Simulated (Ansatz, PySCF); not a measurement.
CH₃Cl₂NSi₂, SMILES Cl[Si]1(Cl)N=C[SiH2]1. Atoms are numbered in the order given.

```xyz
9

Cl     1.4019     0.1601     1.6667
Si     0.2137    -0.0158     0.0000
Cl     1.4019     0.1601    -1.6667
N     -0.6993    -1.5548     0.0000
C     -1.9131    -1.1230     0.0000
Si    -1.9628     0.8107     0.0000
H     -2.7496    -1.8482     0.0000
H     -2.5462     1.4438    -1.2214
H     -2.5462     1.4438     1.2214
```
Charge 0, spin multiplicity 1.

Coordinates come from a PBE0-D3(BJ)/def2-SVP optimisation. The structure was generated by enumeration, and PubChem lists no compound with its InChIKey, so it may never have been made.

Two levels are set side by side: PBE-D3(BJ)/def2-SVP (Ansatz, a first-principles code) and PBE0-D3(BJ)/def2-SVP (Ansatz). Each level has its own optimised geometry; the coordinates shown are those of the second. Frequencies come from the Hessian of PySCF at each geometry. Differences are taken from unrounded values.

```
quantity                            PBE0-D3(BJ)  PBE-D3(BJ)  PBE-D3(BJ) minus PBE0-D3(BJ)
----------------------------------  -----------  ----------  ----------------------------
mean bond length (Å)                      1.727       1.742                         0.015
bond Cl1–Si2 (Å)                          2.054       2.072                         0.017
bond Si2–Cl3 (Å)                          2.054       2.072                         0.017
bond Si2–N4 (Å)                           1.789       1.812                         0.023
bond Si2–Si6 (Å)                          2.328       2.347                         0.019
bond N4–C5 (Å)                            1.288       1.300                         0.012
bond C5–Si6 (Å)                           1.934       1.948                         0.013
bond C5–H7 (Å)                            1.107       1.116                         0.009
bond Si6–H8 (Å)                           1.494       1.507                         0.013
bond Si6–H9 (Å)                           1.494       1.507                         0.013
highest harmonic wavenumber (cm⁻¹)         3062        2954                          -108
mean harmonic wavenumber (cm⁻¹)             874         836                           -38
zero-point energy (kcal/mol)              26.23       25.09                         -1.14
```

GGA bonds tend to be longer and softer than those of functionals with exact exchange. Differences between two approximate levels are no errors against the true value.
